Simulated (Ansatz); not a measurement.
Species: CH6BO2Si, charge 0, multiplicity 2. It need not be the lowest isomer of its formula. SMILES: OB(O)[SiH2][CH2]
Structure (B3LYP-D3(BJ)/def2-TZVP (Ansatz, a first-principles code) minimum search):
```
Si
H 1 1.4857
H 1 1.4857 2 108.53
C 1 1.8482 2 109.42 3 -119.34
H 4 1.0848 1 122.85 2 149.65
H 4 1.0848 5 114.29 1 -179.53
B 1 2.0441 2 109.71 3 119.86
O 7 1.3599 1 119.01 2 -59.57
H 8 0.9671 7 112.99 1 180.00
O 7 1.3693 8 118.32 9 0.00
H 10 0.9625 7 113.47 8 180.00
```
Charge 0, spin multiplicity 2.

Computed values are from Ansatz. Valence correlation only, unless marked. UHF or UKS for open shells. Spin-orbit coupling is left out. No relativistic terms. Basis-set limits of correlation are two-point, X^-3; Hartree-Fock from the larger set.

Task: What is the atomisation energy De at CCSD(T)/CBS(cc-pV(T+d)Z,cc-pV(Q+d)Z)?

Result: 987.1 kcal/mol.

Task: What is the total energy at CCSD(T)/CBS(cc-pV(T+d)Z,cc-pV(Q+d)Z)?

Result: -505.9117 Eh.

Task: What is the dipole moment at CCSD(T)/aug-cc-pV(D+d)Z?

Result: 1.73 D.

Task: What is the T1 diagnostic at CCSD/cc-pV(Q+d)Z?

Result: 0.014.
